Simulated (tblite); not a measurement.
C₆H₁₄OP (charge +1).
Bonds: C1–C2, C2–P3, P3–C4, C4–C5, C5–O6, O6–C7, C7–C8, P3–C8. Hydrogens: H9, H10, H11 on C1; H12, H13 on C2; H14 on P3; H15, H16 on C4; H17, H18 on C5; H19, H20 on C7; H21, H22 on C8.

The geometry is computed with GFN2-xTB (gas phase).

(1) What internal coordinates does the optimisation give?

Answers

(1) 
| bond | length (Å) | order |
| --- | --- | --- |
| C1–C2 | 1.528 | single |
| C2–P3 | 1.819 | single |
| P3–C4, P3–C8 | 1.822 | single |
| C4–C5, C7–C8 | 1.544 | single |
| C5–O6, O6–C7 | 1.416 | single |
| C1–H9, C1–H10, C1–H11 | 1.088 | single |
| C2–H12, C2–H13 | 1.093 | single |
| P3–H14 | 1.383 | single |
| C4–H15, C8–H21 | 1.094 | single |
| C4–H16, C8–H22 | 1.091 | single |
| C5–H17, C7–H19 | 1.091 | single |
| C5–H18, C7–H20 | 1.094 | single |

Bonds in one row agree within 0.01 Å and their mean is given. Orders are formal, as drawn. A selection of angles:
| angle | degrees |
| --- | --- |
| C2–C1–H9 | 111.5 |
| C2–C1–H11 | 109.5 |
| H9–C1–H10 | 108.6 |
| H9–C1–H11 | 107.9 |
| C1–C2–P3 | 110.0 |
| C1–C2–H12 | 110.8 |
| P3–C2–H12 | 107.7 |
| P3–C2–H13 | 108.6 |
| H12–C2–H13 | 108.1 |
| C2–P3–C4 | 117.2 |
| C2–P3–C8 | 115.7 |
| C2–P3–H14 | 105.7 |
| C4–P3–C8 | 105.0 |
| C4–P3–H14 | 106.2 |
| P3–C4–C5 | 103.4 |
| P3–C4–H15 | 108.6 |
| P3–C4–H16 | 110.6 |
| C5–C4–H15 | 113.2 |
| C5–C4–H16 | 112.7 |
| H15–C4–H16 | 108.1 |
| C4–C5–O6 | 108.2 |
| C4–C5–H17 | 111.3 |
| C4–C5–H18 | 112.2 |
| O6–C5–H17 | 105.6 |
| O6–C5–H18 | 110.9 |
| H17–C5–H18 | 108.5 |
| C5–O6–C7 | 115.1 |
| O6–C7–C8 | 108.6 |
| H19–C7–H20 | 108.5 |
| P3–C8–H21 | 108.5 |

Dihedral angles: C1–C2–P3–C4 156° (antiperiplanar); C2–P3–C4–C5 77° (synclinal); P3–C4–C5–O6 -4° (synperiplanar); C4–C5–O6–C7 79° (synclinal); C5–O6–C7–C8 -77° (synclinal); O6–C7–C8–P3 0° (synperiplanar); C2–P3–C8–C7 -75° (synclinal). The mirror-image conformer, all signs reversed, is as good.

P3 and O6 aren't drawn bonded (3 bonds apart) but lie 2.45 Å from each other; Cordero's covalent radii sum to 1.73 Å. The 6-membered ring P3–C4–C5–O6–C7–C8 has internal angles of 103.2° to 115.1° (sum 643°, against 720° for a flat polygon); it is puckered, 0.37 Å rms from its mean plane, widest ring torsion 79°. P3 (phosphonium phosphorus) is distorted tetrahedral (angles from 105.0° to 117.2°). Of the pairs four or more bonds apart, those above aside, C2···O6 is among the closest relative to their van der Waals radii: 2.99 Å, 93 % of the sum of Bondi's values.

Point group: C1 (no symmetry element, even within 0.4 Å). Its GFN2-xTB frequencies are all real (lowest 20 cm⁻¹). 2 starts were optimised and ended at 0.00 and 0.88 kcal/mol (GFN2-xTB); the lowest of these is shown.
